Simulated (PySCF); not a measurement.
Gas-phase XPS of (HBe-mu-Br)2, computed

Compound: (HBe-mu-Br)2.
Cartesian coordinates in Å at the PBE0-D3(BJ)/def2-SVP level; atoms count from 1:
```
atom  x, y, z in Å
Be1    0.6780   -0.3149   -1.1779
H2     1.3089   -0.6224   -2.3155
Br3   -0.3710    1.5210   -0.6192
Be4   -0.6737    0.3169    1.1790
H5    -1.3355    0.6102    2.3026
Br6    0.3934   -1.5108    0.6310
```

The calculation used delta-SCF UKS SCAN, pcX-2 on the ionised atom, pcseg-1 elsewhere, spin-free X2C in PySCF 2.14.0. Binding energies are ΔSCF values: E(core-ionised, relaxed orbitals) − E(ground state) at a fixed geometry, referred to the vacuum level.

Q: What binding energy does each computed site have?

A: 
```json
{"atom(s)": "Be1/Be4", "environment": "beryllium bonded to 2 Br and H", "level": "Be 1s", "binding energy (eV)": "121.47", "count": "2"}
```

Q: Give the binding energy of Be 1s of Be1/Be4 in hartree and in kJ/mol.

A: 121.47 eV = 4.4639 Eh = 11720 kJ/mol.

Q: What is the longest wavelength that can ionise Be 1s of Be1/Be4 vertically?

A: λ = hc/E = 12398.42 eV Å / 121.47 eV = 102.070 Å.

Atoms equivalent by their bonding share one computed value, that of the first of them. No level of bromine is listed. The structure is a single PBE0-D3(BJ)/def2-SVP conformer in the gas phase; no vibrational or solvent corrections.
